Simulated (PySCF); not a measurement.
**Re: electron affinity**

Re⁻ [Xe] 4f14 5d6 6s2 (5D) → Re [Xe] 4f14 5d5 6s2 (6S), as a difference of total energies. Calculation: PySCF 2.14, in aug-cc-pwCVTZ-PP with ECP60MDF (8s8p7d4f3g, 122 functions); scalar relativity through the core potential. Correlated levels: valence: 5s2 5p6 frozen; valence and next inner shell: nothing frozen outside the core potential. The calculations carry no spin-orbit coupling.

```csv
method,electron affinity (eV),difference from reference (eV)
UHF,-1.914,-1.974
LDA,0.272,+0.212
PBE,0.157,+0.097
PBE0,-0.186,-0.246
r2SCAN,-0.134,-0.194
BLYP,0.143,+0.083
B2PLYP,-0.247,-0.307
r2SCAN0,-0.369,-0.429
MP2 (valence),-0.725,-0.785
SCS-MP2 (valence),-0.577,-0.637
MP2 (valence and next inner shell),-0.771,-0.831
SCS-MP2 (valence and next inner shell),-0.758,-0.818
```

Reference: 0.060 eV (measured; photodetachment measurements, as compiled on the Wikipedia data page of electron affinities).

The reference lies between the lowest fine-structure levels, while these numbers refer to the centres of the terms.

Errors of the correlated levels include the incompleteness of this basis and the frozen core.

A negative affinity means that the anion lies above the atom at that level of theory.

In the anion the highest occupied orbital energy is positive at LDA, PBE, PBE0, r2SCAN, BLYP, B2PLYP, r2SCAN0, a self-interaction effect; the basis confines that electron, and the energy difference can still be sensible.
